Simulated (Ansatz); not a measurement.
An input meant for GaH₂I⁺ (charge 1, doublet).

```yaml
crystal:
  periodic: [false, false, false]
  atoms:
    - {symbol: Ga, position_ang: [0.088730, 0.173048, -0.000573]}
    - {symbol: H, position_ang: [1.196319, 0.062689, 0.007948]}
    - {symbol: H, position_ang: [-0.501257, 1.088672, -0.014114]}
    - {symbol: I, position_ang: [-0.684498, -1.334851, 0.005414]}
basis:
  gaussian: {orbitals: def2-SVP, fitting: {mean_field: cc-pVTZ-jkfit}}
total_charge: 1
magnetization: {spin_polarized: true, initial_magnetization: 1}
hamiltonian: {xc: {name: HF}}
scf: {lower_state_search: full}
output: {forces: true}
```

```sh
$ ansatz run in.yaml --threads 4 --pin off --events-out ev --progress --plain --max-ram 3916MiB
```

It prints (some lines left out):

```
Functional definition: HF
Error: [file] the basis set cc-pVTZ-JKFIT has no functions for I
```

In the def2 sets I takes a core potential; there is no spin–orbit coupling.
